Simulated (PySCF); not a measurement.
Si(F)(Me)2(Cl) (C2H6ClFSi), SMILES C[Si](C)(Cl)F.

The structure is a stationary point at PBE0-D3(BJ)/def2-SVP.

The numbers are results of ωB97X/def2-TZVP (PySCF), not measurements.

Task: Estimate the frontier levels, gap, dipole moment and polarisability. (Estimate from the structure and the level; the computed values follow.)

Result: 
```json
{
  "highest_occupied_level": "-11.16 eV",
  "lowest_empty_level": "2.85 eV",
  "orbital_gap": "14.02 eV",
  "dipole_moment": "2.53 D",
  "quadrupole, principal values (traceless, Buckingham form, about the centre of nuclear charge)": "-4.64, 0.96, 3.69 D·Å",
  "mean_static_polarisability": "58.0 bohr³ (8.60 Å³)",
  "polarisability_principal_values": "50.8, 59.1, 64.2 bohr³"
}
```
